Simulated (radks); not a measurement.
Problem. The mean radii <r> (bohr) of the occupied orbitals of an atom or ion are listed with their occupations. Method: non-relativistic Kohn-Sham, r2SCAN, spin-polarised, spherical densities, point nucleus; meta-GGA in the generalised Kohn-Sham scheme; computed with a radial shooting solver on a logarithmic mesh with Libxc functionals.

orbital  occ.      <r>
1s          2  0.02815
2s          2   0.1210
2p          6   0.1030
3s          2   0.3197
3p          6   0.3102
3d         10   0.2812
4s          2   0.7467
4p          6   0.7779
4d         10   0.8713
5s          2    1.958
5p          6    2.323

Name the element and its charge. Open shells, if any, are filled with parallel spins first.

Solution. Z = 54, xenon, charge 0: Xe in [Xe]. The 1s radius gives Z: for a bare nucleus <r> = 1.5/Z, 0.02778 bohr for Z = 54, and screening makes it slightly larger (0.02815 here). The occupations add up to 54, and the charge is Z minus that.
